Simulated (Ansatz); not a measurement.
Reaction (SMILES): NB(N)N -> [NH-]B(N)N + H+
Each molecule is optimised on its own at B3LYP-D3(BJ)/def2-TZVP (Ansatz, a program for electronic structure), one conformer each, not searched for the lowest.
Geometry of the first species:
```xyz
10

B      0.0001     0.0000     0.0000
N      1.4250     0.0680    -0.0780
N     -0.6432    -1.2496     0.2579
N     -0.7832     1.1815    -0.1799
H      1.9304     0.9298    -0.1686
H      2.0168    -0.7414    -0.0475
H     -0.1412    -2.0988     0.4402
H     -1.6370    -1.3760     0.2065
H     -0.3870     2.0736    -0.4112
H     -1.7730     1.2132    -0.0198
```

Wanted: gas-phase deprotonation energy (electronic energy difference), in kcal/mol. Correlated levels leave the core frozen unless marked. No spin-orbit coupling. Non-relativistic. Anions need diffuse functions: aug- sets have them; def2-D sets add few; the other sets have none. Basis-set limits of correlation are two-point, X^-3; Hartree-Fock from the larger set. [CCSD(T)-MP2]/basis is that difference in the basis named.

RI-MP2/CBS(aug-cc-pVTZ,aug-cc-pVQZ)+[CCSD(T)-MP2]/aug-cc-pVTZ (Ansatz) gives 396.2 kcal/mol.

Question: Another calculation gave 402.7 kcal/mol. Which level was it?
(A) PBE/def2-TZVPD (Ansatz)
(B) LC-wPBE/def2-TZVPD (Ansatz)
(C) SVWN5/def2-TZVPD (Ansatz)
(D) r2SCAN/def2-TZVPD (Ansatz)

Answer: B, LC-wPBE/def2-TZVPD (Ansatz). The others give 393.5 (PBE), 397.4 (r2SCAN), 389.1 (SVWN5) kcal/mol.
